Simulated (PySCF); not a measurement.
# W²⁺ (tungsten, charge +2): TPSSh calculation

Configuration: [Xe] 4f14 5d3 6p1, one real determinant (an excited configuration). Computed with PySCF 2.14 in def2-TZVPPD with the def2 core potential (60 electrons) (6s5p3d2f1g, 59 functions), with scalar relativity through the core potential.

| Item | Value |
| --- | --- |
| Total energy | -65.7475 hartree |
| One-electron energy | -102.4541 hartree |
| Hartree (Coulomb) energy | 43.6054 hartree |
| Exchange-correlation energy | -6.8988 hartree |
| ⟨S²⟩ | 6.0010 |
| ⟨L²⟩ | 14.012 |
| Sum of ⟨r⟩ | 18.84 bohr |
| Sum of ⟨r²⟩ | 38.94 bohr² |
| Traceless quadrupole moment −½Σ⟨3z² − r²⟩ along its main axis | -5.66 e·bohr² |

```json
{"shell": "5s α", "electrons": "1", "mean orbital energy (eV)": "-101.51", "spread (eV)": "0", "rms radius, mean of both spins (bohr)": "1.15"}
{"shell": "5s β", "electrons": "1", "mean orbital energy (eV)": "-99.650", "spread (eV)": "0", "rms radius, mean of both spins (bohr)": "1.15"}
{"shell": "5p α", "electrons": "3", "mean orbital energy (eV)": "-64.900", "spread (eV)": "0.273", "rms radius, mean of both spins (bohr)": "1.34"}
{"shell": "5p β", "electrons": "3", "mean orbital energy (eV)": "-62.356", "spread (eV)": "0.449", "rms radius, mean of both spins (bohr)": "1.34"}
{"shell": "5d α", "electrons": "3", "mean orbital energy (eV)": "-25.138", "spread (eV)": "0.202", "rms radius, mean of both spins (bohr)": "1.94"}
{"shell": "6p α", "electrons": "1", "mean orbital energy (eV)": "-15.145", "spread (eV)": "0", "rms radius, mean of both spins (bohr)": "3.77"}
```

⟨L²⟩ = 14.01 against 20 for a pure G term, so this real determinant mixes terms. Energies and moments cover only the electrons outside the core potential. Spin-orbit coupling, absent here, splits the open shell strongly.
